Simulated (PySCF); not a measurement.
Isomers of [C7H7O2]- (charge -1), one GFN2-xTB conformer each. Single-point energies are computed at PBE0/pcSseg-1 (PySCF, gas phase, no added dispersion term), electronic only.

```csv
SMILES,GFN2-xTB relative energy (kJ/mol)
O=C([O-])C1=C[C@@H]2C[C@@H]2C1,0.0
CC#C/C(=C\C)C(=O)[O-],114.6
C=C/C=C/C(=C)C(=O)[O-],117.0
```

Conformers: `[O:1]=[C:2]([O-:3])[C:4]1=[CH:5][C@@H:6]2[CH2:7][C@@H:8]2[CH2:9]1` (charge -1) with O1–C2–C4–C5 -1°; `[CH2:1]=[CH:2]/[CH:3]=[CH:4]/[C:5](=[CH2:6])[C:7](=[O:8])[O-:9]` (charge -1) with C1–C2–C3–C4 180°, C3–C4–C5–C6 180°, C4–C5–C7–O8 0°.

Q: What does PBE0/pcSseg-1 give for the same structures?

A: 
```json
{"SMILES": "O=C([O-])C1=C[C@@H]2C[C@@H]2C1", "PBE0/pcSseg-1 E (Eh)": "-420.89621", "PBE0/pcSseg-1 (kJ/mol)": "0.0", "GFN2-xTB (kJ/mol)": "0.0", "point group": "–"}
{"SMILES": "C=C/C=C/C(=C)C(=O)[O-]", "PBE0/pcSseg-1 E (Eh)": "-420.88430", "PBE0/pcSseg-1 (kJ/mol)": "31.3", "GFN2-xTB (kJ/mol)": "117.0", "point group": "Cs"}
{"SMILES": "CC#C/C(=C\\C)C(=O)[O-]", "PBE0/pcSseg-1 E (Eh)": "-420.86229", "PBE0/pcSseg-1 (kJ/mol)": "89.0", "GFN2-xTB (kJ/mol)": "114.6", "point group": "near Cs"}
```

Both levels put the same isomer lowest; measured from each level's own lowest isomer, the values differ by up to 85.7 kJ/mol (C=C/C=C/C(=C)C(=O)[O-]: 117.0 against 31.3). As drawn, the lowest has a three-membered ring, which the highest lacks.
